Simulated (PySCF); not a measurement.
## Orbital picture of TlSi⁺

UHF at R = 3.207 Å; Tl cc-pVDZ-PP with ECP60, Si cc-pV(D+d)Z; scalar-relativistic core potentials (PySCF 2.14). State: ³Π (triplet), unpaired electrons σ ↑, π ↑. Only the outer orbitals are listed, counted within each symmetry, core potentials removing the inner ones.

```json
{"spin": "α", "orbital": "7σ", "occ.": "1", "ε (eV)": "-22.06", "on Tl (%)": "8", "main shells (%)": "91 Si s"}
{"spin": "α", "orbital": "8σ", "occ.": "1", "ε (eV)": "-18.19", "on Tl (%)": "86", "main shells (%)": "86 Tl s"}
{"spin": "α", "orbital": "4π", "occ.": "1", "ε (eV)": "-12.98", "on Tl (%)": "2", "main shells (%)": "98 Si p"}
{"spin": "α", "orbital": "9σ", "occ.": "1", "ε (eV)": "-12.86", "on Tl (%)": "25", "main shells (%)": "75 Si p, 17 Tl p"}
{"spin": "α", "orbital": "4π", "occ.": "0", "ε (eV)": "-5.14", "on Tl (%)": "40", "main shells (%)": "60 Si p, 40 Tl p"}
{"spin": "α", "orbital": "5π", "occ.": "0", "ε (eV)": "-4.16", "on Tl (%)": "98", "main shells (%)": "98 Tl p"}
{"spin": "α", "orbital": "5π", "occ.": "0", "ε (eV)": "-3.68", "on Tl (%)": "60", "main shells (%)": "60 Tl p, 40 Si p"}
{"spin": "β", "orbital": "7σ", "occ.": "1", "ε (eV)": "-18.73", "on Tl (%)": "51", "main shells (%)": "50 Tl s, 47 Si s"}
{"spin": "β", "orbital": "8σ", "occ.": "1", "ε (eV)": "-16.76", "on Tl (%)": "50", "main shells (%)": "51 Si s, 50 Tl s"}
{"spin": "β", "orbital": "4π", "occ.": "0", "ε (eV)": "-4.74", "on Tl (%)": "58", "main shells (%)": "57 Tl p, 42 Si p"}
{"spin": "β", "orbital": "9σ", "occ.": "0", "ε (eV)": "-4.46", "on Tl (%)": "62", "main shells (%)": "61 Tl p, 35 Si p"}
{"spin": "β", "orbital": "4π", "occ.": "0", "ε (eV)": "-4.33", "on Tl (%)": "86", "main shells (%)": "86 Tl p, 13 Si p"}
```

Task: Which are the highest filled and the lowest empty level, where do they sit, and how wide is the gap?

Result: Highest filled α 9σ at -12.86 eV (in %: 75 Si p, 17 Tl p); lowest empty α 4π at -5.14 eV (in %: 60 Si p, 40 Tl p); the gap at UHF is 7.72 eV.

| Quantity | Value |
| --- | --- |
| bond order (Mayer) | 0.37 |
| ⟨S²⟩ | 2.021 |
| charge on Tl (Mulliken, basis-dependent) | 0.79 |
| charge on Tl (Löwdin, basis-dependent) | 0.70 |
| dipole moment (positive dipole points towards Si; it is taken about the centre of mass and depends on that origin) | 2.15 D |
| polarisability along the bond | 104.2 bohr³ |
| polarisability across the bond | 42.4 bohr³ |

These are scalar-relativistic numbers at best; spin–orbit coupling would shift them, the dissociation energy most. The state was picked by a PBE0 search and need not be the measured ground state.
